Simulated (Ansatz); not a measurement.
```xyz
10

C    -1.1051   -1.4322   -1.3319
C    -0.3947   -0.5133   -0.4748
N     0.1680    0.2150    0.2040
Ga    1.2206    1.5822    1.4709
H    -1.7666   -2.0591   -0.7321
H    -1.6993   -0.8746   -2.0574
H    -0.3932   -2.0662   -1.8625
H     2.5981    0.8142    1.5099
H     0.2711    1.4781    2.7265
H     1.1011    2.8558    0.5474
```

Charge 0, multiplicity 1.

**Question.** List the CAM-B3LYP/def2-TZVPP orbital energies in eV (Ansatz). (Estimate.)

**Answer.** The calculation gave: Occupied: -10138.10, -1249.76, -1107.04, -1106.95, -1106.95, -393.18, -281.67, -281.14, -150.06, -103.53, -103.29, -103.29, -28.71, -24.59, -23.39, -23.20, -23.20, -23.09, -23.09, -17.29, -15.67, -15.66, -15.60, -12.49, -12.49, -11.81, -8.67, -8.67. Lowest empty: 0.75, 0.76, 0.92, 2.02, 3.24, 3.24, 3.31, 3.62.
